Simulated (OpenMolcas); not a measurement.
## Ta2+: moving or changing the point charges

Ta2+ among 6 point charges of -1.5 e arranged as an octahedron (Oh), 2.21 Å from the ion.

- Program: OpenMolcas
- Method: SS-CASPT2, IPEA 0.25 Eh, imaginary shift 0.1 Eh (closed shells correlated: 4f 5s 5p)
- Basis: ANO-RCC-VDZP [7s6p4d2f1g]
- Scalar Hamiltonian: DKH2, point nucleus
- Active space: 3 electrons in 5 orbitals (5d)
- State averaging: 2S+1 = 4 even, 10 roots; 2S+1 = 2 even, 40 roots
- Spin-orbit coupling: RASSI with atomic mean-field integrals over the reference wave functions

Runs around this geometry, states (labels of O, the rotations of Oh). Energies in cm-1 above the lowest state or level, χT in cm3 K/mol.

```tsv
R (Å)	q (e)	Ground state	First state of that spin	First gap with spin-orbit (degeneracies)	χT at 300 K	First state of another spin
2.21	-0.98	4A2	4T2 9710	7800 (4, 4)	0.896	2E 10420
2.21	-1.5	4A2	4T2 15330	9410 (4, 4)	1.216	2E 10350
2.44	-1.5	4A2	4T2 10070	7980 (4, 4)	0.914	2E 10440
```

Taking the first state of the same spin as R^-n, n = -ln(10070 / 15330) / ln(2.44 / 2.21) = 4.2 between the shortest and longest distance.

Scaling the charges by -0.98 / -1.5 = 0.65 scales the first state of the same spin by 9710 / 15330 = 0.63; with fixed orbitals a first-order splitting would follow the charge.

Roots that are degenerate in the reference are averaged as groups; the widest CASPT2 spread within a group is 780 cm-1 (the 3-fold group of multiplicity 2 near 23600 cm-1 above the lowest state of its run, R = 2.21, q = -0.98). Shifts and gaps below about the spread of the groups concerned are not significant. Free-ion shares, where given, are those of the reference states; single-state CASPT2 does not remix them. Point charges carry no covalency, so the field is a model and not that of real ligands. No measured value stands beside these numbers.
